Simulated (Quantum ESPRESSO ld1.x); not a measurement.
The numbers below are computed, except where a source is named.
Question: The mean radii <r> (bohr) of the occupied orbitals of an atom or ion are listed with their occupations. Code: ld1.x of Quantum ESPRESSO 7.5. Model: scalar-relativistic Kohn-Sham, LDA (Slater exchange, VWN5 correlation), spin-polarised, spherical densities, point nucleus.

orbital  occ.      <r>
1s up       1  0.03189
1s down     1  0.03189
2s up       1   0.1376
2s down     1   0.1375
2p up       3   0.1198
2p down     3   0.1197
3s up       1   0.3496
3s down     1   0.3502
3p up       3   0.3417
3p down     3   0.3424
3d up       2   0.3067

Name the element and its charge. Open shells, if any, are filled with parallel spins first.

Answer: Z = 46, palladium, charge +26: Pd26+ in [Ar] 3d2. The 1s radius gives Z: for a bare nucleus <r> = (2 gamma + 1)/(2Z) with gamma = sqrt(1 - (Z/c)^2), 0.03135 bohr for Z = 46, and screening makes it slightly larger (0.03189 here). The occupations add up to 20, and the charge is Z minus that.
